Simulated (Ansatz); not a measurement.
A search over several starts for the lowest SCF solution of Be₇⁻ at the given spin, in a small basis.

```yaml
crystal:
  periodic: [false, false, false]
  atoms:
    - {symbol: Be, position_ang: [1.980537, 0.178745, -0.705481]}
    - {symbol: Be, position_ang: [0.382687, 1.117180, -1.692277]}
    - {symbol: Be, position_ang: [-0.000192, -0.000262, 0.001116]}
    - {symbol: Be, position_ang: [1.585650, -0.948758, 1.004436]}
    - {symbol: Be, position_ang: [-0.382207, -1.115765, 1.690513]}
    - {symbol: Be, position_ang: [-1.972528, -0.180783, 0.706677]}
    - {symbol: Be, position_ang: [-1.593947, 0.949653, -1.004985]}
basis:
  gaussian: {orbitals: def2-SVP, initial_orbitals: start.molden}
total_charge: -1
magnetization: {spin_polarized: true, initial_magnetization: 1}
hamiltonian: {xc: pbe0}
output: {orbitals: {seedname: orbitals}}
```

The file start.molden holds the orbitals of an earlier run on this structure, at another level or in another basis.

```sh
$ ansatz run in.yaml --threads 4 --pin off --events-out ev --progress --plain --max-ram 3916MiB
```

It prints (some lines left out):

```
Functional definition: PBE0
896 factors; integrals over basis functions are off by at most 1.2e-4 eV
mean field evaluation 1: about -2773.0693 eV, gradient 3.0e1 eV
mean field evaluation 2: about -2784.5043 eV, gradient 1.9e1 eV
mean field evaluation 4: about -2794.8490 eV, gradient 5.5e0 eV
mean field evaluation 8: about -2796.6772 eV, gradient 8.9e-1 eV
mean field evaluation 16: about -2796.7481 eV, gradient 5.7e-3 eV
mean field evaluation 32: about -2796.7481 eV, gradient 3.4e-6 eV
mean field evaluation 64: about -2796.7495 eV, gradient 2.1e-5 eV
mean field evaluation 96: about -2796.7441 eV, gradient 1.2e-1 eV
mean field evaluation 128: about -2796.1646 eV, gradient 1.9e-2 eV
mean field -2796.74955018 eV, -102.7786502643 hartree, gradient 4.1e-6 eV, S^2 1.503897; 9 other end points of the search recorded, 0 dependent functions left out
reference -2796.74958009 eV, -102.7786513635 hartree; 15, 14 occupied and 48, 49 virtual orbitals, 896 factors
Total energy: -2796.74958009 eV, -102.7786513635 hartree
```

Run time 10 s (4 threads of Arm Neoverse V1 on a shared host).

The charge -1 doublet is spin-contaminated (final ⟨S²⟩ up to 1.50, 0.75 for a pure state). The geometry of the doublet was relaxed on an unsound state (⟨S²⟩ 1.39, where a pure state has 0.75). The structure comes from a short search, and lower isomers may exist.
